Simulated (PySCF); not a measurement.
# Working out the ionisation energy of Ni

Ni [Ar] 3d8 4s2 (3F) → Ni+ [Ar] 3d9 (2D). Calculation: PySCF 2.14, in x2c-TZVPPall (6s5p4d2f1g, 64 functions); scalar relativity by spin-free X2C-1e. Frozen: [Ar]. Energies in hartree (1 hartree = 27.21139 eV):

```csv
part,Ni (lower),Ni+ (upper)
UHF,-1519.089424,-1518.787241
CCSD correlation,-0.312384,-0.328803
(T),-0.010277,-0.011208
```

What does Hartree-Fock give?

(-1518.787241) − (-1519.089424) = 0.302183 hartree = 8.223 eV.

What do CCSD and CCSD(T) give?

The CCSD correlation energies differ by -0.016419 hartree = -0.447 eV and the triples by -0.000931 hartree = -0.025 eV, so CCSD gives 7.776 eV and CCSD(T) 7.751 eV.

A first-order spin-orbit estimate adds 0.048 eV to CCSD(T) (valence), giving 7.799 eV against 7.640 eV (measured; NIST Atomic Spectra Database, ionization energies).

What remains against the reference includes basis incompleteness, the frozen core and higher excitations.
